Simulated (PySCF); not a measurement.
Species: C11H12.
Atom-mapped SMILES: `[CH3:1][CH2:2][C:3]1=[CH:4][CH2:5][c:6]2[cH:7][cH:8][cH:9][cH:10][c:11]21` (hydrogens: H12, H13, H14 on C1; H15, H16 on C2; H17 on C4; H18, H19 on C5; H20 on C7; H21 on C8; H22 on C9; H23 on C10)

Cartesian coordinates in Å at the PBE0-D3(BJ)/def2-SVP level; atoms count from 1:
```
atom  x, y, z in Å
C1     3.1126   -0.6008   -0.3315
C2     2.5073    0.0885    0.8902
C3     1.2207    0.7867    0.5866
C4     1.0145    2.1163    0.4538
C5    -0.4105    2.4190    0.0986
C6    -1.0371    1.0557    0.0391
C7    -2.3422    0.6715   -0.2364
C8    -2.6625   -0.6897   -0.2148
C9    -1.6885   -1.6458    0.0825
C10   -0.3749   -1.2642    0.3601
C11   -0.0512    0.0929    0.3337
H12    2.4191   -1.3380   -0.7637
H13    4.0439   -1.1258   -0.0704
H14    3.3433    0.1328   -1.1187
H15    3.2258    0.8149    1.3014
H16    2.3334   -0.6587    1.6842
H17    1.7785    2.8851    0.5856
H18   -0.4937    2.9556   -0.8641
H19   -0.9000    3.0649    0.8502
H20   -3.1099    1.4158   -0.4649
H21   -3.6850   -1.0090   -0.4302
H22   -1.9590   -2.7045    0.0978
H23    0.3810   -2.0179    0.5946
```

Level: PBE0/pcSseg-1 in PySCF, non-relativistic, on one gas-phase PBE0-D3(BJ)/def2-SVP geometry that isn't relaxed in the solvent. The solvent is an IEF-PCM continuum (cavity from Bondi-type radii × 1.2). Only the electrostatic response of the medium enters.

Gas phase at PBE0/pcSseg-1: HOMO -6.22 eV, LUMO -0.63 eV, dipole 0.67 D.

Problem. What does the continuum do to the energy, the frontier levels and the dipole at PBE0/pcSseg-1 in benzene and dichloromethane?

Solution. 
```csv
solvent,ε,E(solvent) − E(gas) (kcal/mol),polarisation term (kcal/mol),distortion of the solute (kcal/mol),HOMO (eV),LUMO (eV),dipole (D)
benzene,2.271,-1.63,-1.72,0.09,-6.24,-0.64,0.81
dichloromethane,8.93,-3.33,-3.72,0.39,-6.29,-0.68,0.93
```

The polarisation term is half the interaction of the solute with the surface charges that it induces; the rest is the cost of distorting the solute's density. The sum is the electrostatic part of solvation alone. From benzene to dichloromethane the lowering changes by a factor 2.04, Onsager's factor (ε − 1)/(2ε + 1) by 1.83 and ε itself by 3.9.

Problem. Give the dipole vector in the frame of the coordinates (D, pointing from negative to positive charge), gas and dichloromethane.

Solution. Gas (0.39, 0.55, -0.04), solvent (0.51, 0.78, -0.02). Its length changes by +38 % and its direction by 3°.

The run took 66 s on one thread of an Arm Neoverse V1, shared host with 32 logical CPUs at a one-minute load of 14, and the process peaked at 1.4 GiB of memory. This is the whole shielding run at PBE0/pcSseg-1 in dichloromethane, SCF included.
